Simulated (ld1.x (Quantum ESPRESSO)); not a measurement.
Ranking TM potentials for hafnium

All share these settings but for the change named:

Hf (Z = 72), norm-conserving Troullier–Martins (Kleinman–Bylander form), made with ld1.x (Quantum ESPRESSO) 7.5 (PBE, scalar-relativistic). Core [Kr] 4d10 4f14, reference 5s2 5p6 5d2 6s0 6p0 (charge +2). Waves: 5p (bound): rc 1.20 bohr; 5d (bound): rc 2.60 bohr; 5s (bound): rc 1.05 bohr. Local part: the s channel. Core correction: Bessel-smoothed model core, default radius (core density twice the valence density).

Test errors are all-electron minus pseudo excitation energies from the reference, over 5s2 5p6 5d2 6s2 6p0; 5s2 5p6 5d2 6s1 6p0; 5s2 5p6 5d1 6s0 6p0; 5s2 5p6 5d3 6s0 6p0; 5s2 5p6 5d1 6s2 6p0; 5s2 5p6 5d1 6s2 6p1; 5s1 5p6 5d2 6s2 6p0. None of these files shows a bound ghost.

The base gives 160.8 meV.

Of 10 variants that were run, those that failed, showed a ghost or another fault, or gave nearly equal values are left out.

A variant can come out equal or close to the base, since the largest error may sit in a test that the change hardly touches while other tests move.

Q: Rank these variants by their largest absolute test error, smallest first.
A. local potential the p channel
B. all radii but the core radius scaled by about 1.13 (s 1.18, p 1.36, d 2.92 bohr)
C. wave 5s (bound): rc 1.05 bohr becomes 5s (bound): rc 1.40 bohr
D. core correction Bessel-smoothed model core inside 0.50 bohr

A: D (160.8 meV), B (192.5 meV), A (381.8 meV), C (641.8 meV).
